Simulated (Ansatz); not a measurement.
Mulliken charges of FH$_{3}$SbSi (`[F][Sb][SiH3]`) radical from ωB97M-V/def2-TZVPP in Ansatz (PBE0-D4/def2-TZVP geometry).

```
atom   x (Å)   y (Å)   z (Å)  charge (e)
  F1   1.318  -1.809   1.359      -0.465
 Sb2  -0.278  -1.949   0.283       0.468
 Si3  -0.243   0.561  -0.326       0.027
  H4  -1.408   0.828  -1.215      -0.016
  H5   1.011   0.907  -1.044      -0.006
  H6  -0.359   1.398   0.897      -0.007
```

Question: By hand: the dipole of these point charges (1 e Å = 4.8032 D).

Answer: Σ q r = (-0.731, -0.084, -0.489) e Å, of length 0.883 e Å = 4.24 D.

Question: How does the dipole of the full density compare? (Best estimate.)

Answer: The calculation gave: (-0.402, 0.007, -0.282) e Å, 2.36 D; the point charges give 1.80 times that, at 6° from its direction.

Point charges leave out the atoms' own dipoles, such as those of lone pairs, and Mulliken's split depends on the basis, so the two needn't agree.
